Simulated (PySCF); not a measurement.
Ti(Br)(SH)3 (BrH₃S₃Ti), SMILES [SH][Ti]([SH])([SH])[Br], multiplicity 1. Atoms are numbered in the order given.

```xyz
8

Ti    -0.2918     0.1932    -0.0505
Br     1.6710    -1.0504     0.1657
S     -0.2967     2.0782     1.1616
H      0.0374     1.3396     2.2526
S     -0.6259     0.8718    -2.1700
H     -1.9608     0.7779    -1.9499
S     -2.1064    -0.9241     0.6956
H     -1.6802    -2.0206     0.0156
```

Coordinates come from a PBE0-D3(BJ)/def2-SVP optimisation. The multiplicity is an assumed one; other spin states were not compared. Other conformers were not sampled.

The numbers are results of HF/def2-TZVP run with PySCF, not measurements.

ESP charges are fitted to the potential on shells at 1.4 to 2.0 van der Waals radii. Atomic charges (e):

```json
[
 {"atom": "Ti1", "ESP fit": "0.40", "Mulliken": "1.19", "meta-Löwdin": "___", "Löwdin": "-0.66"},
 {"atom": "Br2", "ESP fit": "-0.17", "Mulliken": "-0.42", "meta-Löwdin": "___", "Löwdin": "0.12"},
 {"atom": "S3", "ESP fit": "-0.24", "Mulliken": "-0.43", "meta-Löwdin": "___", "Löwdin": "0.13"},
 {"atom": "H4", "ESP fit": "0.18", "Mulliken": "0.18", "meta-Löwdin": "___", "Löwdin": "0.07"},
 {"atom": "S5", "ESP fit": "-0.23", "Mulliken": "-0.46", "meta-Löwdin": "___", "Löwdin": "0.11"},
 {"atom": "H6", "ESP fit": "0.17", "Mulliken": "0.20", "meta-Löwdin": "___", "Löwdin": "0.07"},
 {"atom": "S7", "ESP fit": "-0.30", "Mulliken": "-0.45", "meta-Löwdin": "___", "Löwdin": "0.09"},
 {"atom": "H8", "ESP fit": "0.17", "Mulliken": "0.18", "meta-Löwdin": "___", "Löwdin": "0.06"}
]
```

Some entries are withheld; supply them. (Estimate from the structure and the level; the computed values follow.)


- Ti1, meta-Löwdin: 1.46
- Br2, meta-Löwdin: -0.47
- S3, meta-Löwdin: -0.41
- H4, meta-Löwdin: 0.09
- S5, meta-Löwdin: -0.43
- H6, meta-Löwdin: 0.11
- S7, meta-Löwdin: -0.45
- H8, meta-Löwdin: 0.09
